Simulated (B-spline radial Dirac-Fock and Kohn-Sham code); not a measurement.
# How the settings move the core levels of Sn

ΔSCF core binding energies without Breit or QED terms, calculated with a radial B-spline solver. Keys: rel is the Hamiltonian (dirac, or spin-free x2c and nr, where L3 and M5 stand for the whole 2p and 3d shells), method is hf or an exchange,correlation pair (spin-unpolarised, also for the hole states), nuc the nuclear model, radius_factor scales its radius, rmax is the box in bohr, h the logarithmic mesh step, order the B-spline order, points the quadrature points per cell, c_factor scales the speed of light, and damp, ndamp, maxit and tol steer the iteration. The run stops when the commutator error falls below 10·tol·max(1, Z/10), or the numerical noise floor, and the energy has settled to about 1e-8 Ha; the virial ratio is −V/T.

Base input:

```json
{"items": [{"Z": 50, "q": 0, "cfg": [[1, 0, 2], [2, 0, 2], [2, 1, 6], [3, 0, 2], [3, 1, 6], [3, 2, 10], [4, 0, 2], [4, 1, 6], [4, 2, 10], [5, 0, 2], [5, 1, 2]], "A": 120, "rrms": 4.6519, "do": "settings", "holes": ["K", "L3", "M5"],
  "settings": [{"rel": "dirac", "method": "hf", "nuc": "fermi", "radius_factor": 1.0, "rmax": 45.0, "h": 0.3, "order": 8, "points": 10, "c_factor": 1.0, "maxit": 60, "damp": 0.5, "ndamp": 3, "tol": 1e-08}]}]}
```

The ground state converged in 10 iterations, with total energy -6176.13019 Ha, virial ratio 1.94964 and highest orbital energy -6.57 eV. ΔSCF binding energies: K (1s) 29303.3 eV, L3 (2p3/2) 3944.6 eV, M5 (3d5/2) 493.3 eV.

Changes from the base run:

| changed setting | Δ total energy (Ha) | Δ K (eV) | Δ L3 (eV) | Δ M5 (eV) | iterations |
| --- | --- | --- | --- | --- | --- |
| method = "rpbe,pbe" | -3.03723 | +27.22 | -20.13 | -3.25 | 10 |
| order = 9 | 0.00000 | 0.00 | 0.00 | 0.00 | 10 |
| order = 5; c_factor = 1.5; damp = 0.0 | +87.66129 | -592.20 | +2.63 | +6.25 | 11 |
| nuc = "gauss" | -0.00054 | +0.01 | 0.00 | 0.00 | 10 |
| tol = 1e-06 | 0.00000 | 0.00 | 0.00 | 0.00 | 8 |
| rel = "x2c"; method = "lda,vwn"; nuc = "gauss" | +5.56810 | -36.31 | +51.21 | +0.63 | 9 |
| nuc = "gauss"; c_factor = 0.9; damp = 0.0 | ? | ? | ? | ? | ? |
| rmax = 30.0 | 0.00000 | 0.00 | 0.00 | 0.00 | 10 |
| radius_factor = 1.2 | +0.06493 | -0.75 | +0.01 | 0.00 | 10 |
| damp = 0.0 | 0.00000 | 0.00 | 0.00 | 0.00 | 11 |
| h = 0.4 | +0.00230 | 0.00 | 0.00 | 0.00 | 10 |
| radius_factor = 1.2; rmax = 30.0; order = 5 | +0.06684 | -0.75 | +0.01 | 0.00 | 10 |

Q: What does the change nuc = "gauss"; c_factor = 0.9; damp = 0.0 do?

A: The total energy moves by -39.10546 Ha and the binding energies by K +264.85 eV, L3 -1.44 eV, M5 -2.70 eV; the run takes 11 iterations.
